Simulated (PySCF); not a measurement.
# How the method changes the constants of SnP⁺

State: ³Σ⁻ (triplet), unpaired electrons π ↑↑. Set-up: basis Sn def2-SVPD with ECP28, P def2-SVPD; scalar-relativistic core potentials; PySCF 2.14. De refers to Sn⁺ + P in their high-spin ground configurations, without counterpoise correction. The functionals are run spin-unrestricted. A positive dipole points towards P; it is taken about the centre of mass and depends on that origin. Levels whose curve was spin-contaminated or gave no clean fit are not listed.

```tsv
Level	Re (Å)	ωe (cm⁻¹)	De (eV)	μ (D)
UHF	2.537	326	0.85	-0.60
PBE	2.564	316	2.54	0.23
PW91	2.562	316	2.58	0.27
TPSS	2.561	318	2.42	0.07
r²SCAN	2.539	327	2.29	0.12
PBE0	2.532	332	2.28	-0.01
BHandHLYP	2.526	335	2.03	-0.16
ωB97X	2.509	345	2.28	-0.29
```

Task: What does a quarter of exact exchange do here, going from PBE to PBE0?

Result: PBE0 less PBE: -3.2 pm in Re, +5.1 % in ωe, -0.26 eV in De. Exact exchange removes part of the self-interaction that spreads semilocal densities, and in most molecules shortens and stiffens the bond and lowers De; so it does here.

Spin–orbit coupling is left out, which matters for elements this heavy, above all for dissociation energies. For an ion De counts to the pair picked by the measured ionisation energies or electron affinities, which need not be the lowest pair at this level. The state was picked by a PBE0 search and need not be the measured ground state.
